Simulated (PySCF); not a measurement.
A GIAO shielding run with PySCF (density fitting, non-relativistic, gas phase) on `[Si@@H](C)(F)C(C)(C)CS`, C5H13FSSi:

```
$ OMP_NUM_THREADS=1 python probes_run.py task.json out

{"job": {"kind": "nmr", "xc": "PBE0", "basis": "pcSseg-1"}, "charge": 0, "multiplicity": 1}
C      2.754135    -0.159040    -0.166824
Si     1.150439    -1.055575     0.273293
F      0.953022    -2.253413    -0.803703
C     -0.407327     0.057498     0.109707
C     -0.355410     1.208941     1.115137
C     -0.502889     0.631165    -1.307106
C     -1.622775    -0.821221     0.403528
S     -3.243389     0.034781     0.335483
H      2.946223     0.675439     0.499198
H      2.733904     0.221784    -1.184160
H      3.595299    -0.840790    -0.091532
H      1.190195    -1.747598     1.555998
H      0.479607     1.870772     0.898706
H     -1.274795     1.791121     1.067377
H     -0.244295     0.834351     2.130725
H      0.373762     1.232047    -1.537506
H     -1.377352     1.274321    -1.400803
H     -0.575519    -0.166740    -2.044217
H     -1.679013    -1.662902    -0.285325
H     -1.576830    -1.205514     1.422486
H     -3.325913     0.097515    -0.990933
```

Hardware: 1 thread of an Arm Neoverse N1, shared host. The job also computes population analyses, field gradients.

(1) How large is the calculation?

(2) How long does it take, and how much memory does it need?

Results:

(1) 82 electrons, 215 basis functions and 1160 auxiliary functions.

(2) 83 s of wall time, with 13 SCF cycles and 5 response iterations; peak memory 1 GiB. Times on a shared host scatter by some tens of per cent.
